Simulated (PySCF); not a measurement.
Compound: C5H8FSi (charge +1).
Structure used (GFN2-xTB), in Å, numbered top down from 1:
```
atom  x, y, z in Å
C1     3.0209   -0.0214   -0.8415
C2     2.1363   -0.0395   -0.0355
C3     1.0780   -0.1537    0.9504
F4     1.0857   -1.4117    1.5334
Si5   -0.6696    0.0403    0.1409
C6    -1.1640    1.8131   -0.2371
C7    -1.5533   -1.5856   -0.1597
H8     3.8163    0.0233   -1.5266
H9     1.2634    0.5614    1.7657
H10   -1.9562    1.8670   -0.9834
H11   -1.5348    2.3203    0.6562
H12   -0.3164    2.3958   -0.6083
H13   -2.5838   -1.5643    0.1989
H14   -1.5894   -1.8286   -1.2238
H15   -1.0376   -2.4083    0.3486
```

The calculation used PySCF, TDDFT CAM-B3LYP/def2-SVPD, vertical, gas phase, core orbitals frozen in the response.

Transition dipole moments from the ground state, in atomic units and in the frame of the coordinates above (overall signs are arbitrary), for the states with f of 0.002 or more among the lowest 7:

```
state  E (hartree)      μx      μy      μz
   S1       0.1340   0.455   0.002  -0.113
   S2       0.1596   0.348  -0.042  -0.072
   S3       0.1986   0.236   0.006  -0.014
   S4       0.2089  -0.158   0.018   0.001
   S5       0.2144  -0.111  -0.064  -0.011
   S6       0.2405  -0.151  -0.007  -0.090
   S7       0.2430   0.009  -0.134   0.127
```

Problem. What oscillator strength does each state have?

Solution. f = (2/3) ΔE |μ|² with ΔE in hartree (27.2114 eV).

| state | \|μ\|² (au) | \|μ\| (D) | f |
| --- | --- | --- | --- |
| S1 | 0.220 | 1.19 | 0.020 |
| S2 | 0.128 | 0.91 | 0.014 |
| S3 | 0.056 | 0.60 | 0.007 |
| S4 | 0.025 | 0.40 | 0.004 |
| S5 | 0.017 | 0.33 | 0.002 |
| S6 | 0.031 | 0.45 | 0.005 |
| S7 | 0.034 | 0.47 | 0.005 |

Problem. Which bond between heavy atoms lies closest to the direction of the S1 transition dipole?

Solution. C1–C2 and C2–C3, at 28° from it; next C3–Si5 at 39°.

Problem. What angle do the transition dipoles of S1 and S2 make?

Solution. |cos θ| = |μa·μb| / (|μa| |μb|) = 0.99, so θ ≈ 7° (taken between 0 and 90°, since the signs are arbitrary).

The run took 36 s wall on an x86-64 server with one thread, on a shared host.

One conformer stands for the species.
